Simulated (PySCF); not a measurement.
Record of a relaxation.

Compound: C₇H₈.
Numbering: `[CH3:1][CH:2]=[C:3]=[C:4]=[C:5]=[CH:6][CH3:7]` (hydrogens: H8, H9, H10 on C1; H11 on C2; H12 on C6; H13, H14, H15 on C7)

Computed by this run: PBE0-D3(BJ)/def2-SVP geometry optimisation, gas phase in PySCF; density fitting, grid level 2; the optimiser is geomeTRIC in internal coordinates, started from a GFN2-xTB structure. The frame can shift and turn from step to step; on so coarse a grid that alone can change the energy by a few meV, and forces under 0.02 eV/Å are noise.

Step 0: E = -7371.9791 eV, largest atomic force 0.760 eV/Å
```
atom  x, y, z in Å  |  force x, y, z in eV/Å
C1     -3.536    0.181    0.239    0.338  -0.267  -0.034
C2     -2.471   -0.866    0.147   -0.645   0.397   0.065
C3     -1.204   -0.611   -0.040   -0.242  -0.177   0.061
C4      0.024   -0.337   -0.219    0.003  -0.032  -0.018
C5      1.253   -0.082   -0.410    0.251   0.082  -0.171
C6      2.518    0.189   -0.585    0.609   0.129   0.435
C7      3.493    0.420    0.528   -0.318  -0.074  -0.290
H8     -3.113    1.177    0.135    0.092   0.372  -0.028
H9     -4.280    0.029   -0.544   -0.325  -0.017  -0.255
H10    -4.047    0.112    1.201   -0.246   0.016   0.331
H11    -2.801   -1.894    0.246   -0.050  -0.542   0.033
H12     2.920    0.252   -1.590    0.081   0.007  -0.545
H13     3.938    1.412    0.436    0.220   0.344   0.015
H14     4.299   -0.313    0.475    0.344  -0.224   0.031
H15     3.004    0.339    1.495   -0.113  -0.015   0.370
```

Step 1: E = -7372.0332 eV, largest atomic force 0.157 eV/Å
```
atom  x, y, z in Å  |  force x, y, z in eV/Å
C1     -3.534    0.447    0.361   -0.082   0.079   0.005
C2     -2.459   -0.586    0.267    0.026  -0.149   0.007
C3     -1.177   -0.336    0.082   -0.009   0.021  -0.003
C4      0.066   -0.074   -0.097   -0.001  -0.001  -0.007
C5      1.309    0.184   -0.280    0.006  -0.008   0.028
C6      2.589    0.452   -0.447   -0.016   0.000  -0.156
C7      3.573    0.685    0.653    0.078   0.015   0.085
H8     -3.128    1.463    0.257   -0.013  -0.019   0.003
H9     -4.294    0.293   -0.424    0.022   0.002   0.025
H10    -4.060    0.378    1.330    0.016  -0.001  -0.030
H11    -2.765   -1.639    0.362    0.017   0.070  -0.008
H12     2.967    0.511   -1.480   -0.020  -0.005   0.069
H13     4.031    1.685    0.562   -0.014  -0.032   0.000
H14     4.397   -0.048    0.602   -0.024   0.025   0.000
H15     3.099    0.608    1.641    0.015   0.003  -0.019
```

Step 2: E = -7372.0339 eV, largest atomic force 0.027 eV/Å
```
atom  x, y, z in Å  |  force x, y, z in eV/Å
C1     -3.541    0.446    0.360   -0.008   0.015  -0.001
C2     -2.459   -0.584    0.267    0.010  -0.024   0.002
C3     -1.178   -0.331    0.084   -0.009   0.023   0.000
C4      0.065   -0.070   -0.093    0.000  -0.004  -0.008
C5      1.309    0.186   -0.276    0.006  -0.003   0.025
C6      2.590    0.452   -0.446   -0.010   0.001  -0.024
C7      3.579    0.684    0.652    0.010   0.000   0.014
H8     -3.140    1.464    0.258    0.003  -0.003   0.000
H9     -4.299    0.290   -0.426    0.004  -0.004   0.000
H10    -4.067    0.374    1.327    0.004  -0.004   0.000
H11    -2.763   -1.637    0.360   -0.003   0.004  -0.001
H12     2.965    0.508   -1.478    0.003  -0.001   0.005
H13     4.039    1.683    0.559   -0.004   0.000  -0.004
H14     4.401   -0.049    0.599   -0.003  -0.001  -0.004
H15     3.110    0.609    1.642   -0.003  -0.001  -0.003
```

Step 3: E = -7372.0339 eV, largest atomic force 0.021 eV/Å
```
atom  x, y, z in Å  |  force x, y, z in eV/Å
C1     -3.540    0.446    0.360   -0.006  -0.009   0.001
C2     -2.459   -0.585    0.268    0.007   0.020  -0.001
C3     -1.179   -0.329    0.085    0.005  -0.001   0.002
C4      0.065   -0.067   -0.090    0.000  -0.005  -0.008
C5      1.309    0.188   -0.273    0.000   0.001   0.004
C6      2.589    0.452   -0.447   -0.009   0.000   0.015
C7      3.579    0.684    0.652    0.003  -0.001  -0.007
H8     -3.138    1.463    0.258    0.003   0.000   0.000
H9     -4.297    0.289   -0.427   -0.003  -0.001  -0.003
H10    -4.067    0.374    1.326   -0.002   0.000   0.004
H11    -2.762   -1.638    0.360   -0.002  -0.005   0.000
H12     2.964    0.508   -1.479    0.003  -0.001  -0.005
H13     4.039    1.682    0.558    0.002   0.004   0.000
H14     4.400   -0.051    0.597    0.003  -0.003  -0.001
H15     3.110    0.608    1.641   -0.003  -0.001   0.000
```

Q: Summarise the path.

A: The energy falls by 5.29 kJ/mol from step 0 to step 3; nine tenths of that is first reached at step 1. It falls at every step. The largest force goes from 0.760 to 0.021 eV/Å. Among the bonds C6–H12 changes most (a near tie, within 0.001 Å, with another), from 1.084 to 1.099 Å; the atoms move by 0.046 Å rms after alignment.

Q: Follow the three bonds and two angles with the largest change from start to end.

A: 
| step | E above end (kJ/mol) | largest force (eV/Å) | C6–H12 (Å) | C2–H11 (Å) | C4=C5 (Å) | C5–C6–H12 (°) | C3–C2–H11 (°) |
| --- | --- | --- | --- | --- | --- | --- | --- |
| 0 | 5.29 | 0.760 | 1.084 | 1.084 | 1.270 | 119.7 | 119.7 |
| 1 | 0.07 | 0.157 | 1.102 | 1.102 | 1.283 | 117.6 | 117.6 |
| 2 | 0.01 | 0.027 | 1.100 | 1.100 | 1.283 | 117.6 | 117.6 |
| 3 | 0.00 | 0.021 | 1.099 | 1.099 | 1.283 | 117.7 | 117.7 |

The cost below is that of the whole optimisation. The run took 28 s on an Arm Neoverse V2 with one thread, shared host, and the process peaked at 0.71 GiB of memory.
